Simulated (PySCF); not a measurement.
# Electron correlation in V⁺ (vanadium, charge +1)

[Ar] 3d3 4s1, high-spin 5F determinant (an excited configuration). Calculation: PySCF 2.14, in x2c-QZVPPall; the spin-free X2C one-electron Hamiltonian (Gaussian nucleus). Frozen: [Ne]; 12 electrons correlated.

```tsv
level	correlation energy (mhartree)
CCSD	-347.02
(T)	-8.20
CCSD(T)	-355.22
```

Diagnostics: T1 = 0.0096, D1 = 0.0374, largest double amplitude 0.021.

Cost of the coupled-cluster step: roughly 70 core-seconds, for 12 correlated electrons.

This basis was not built for core-valence correlation, so the inner-shell part is incomplete.
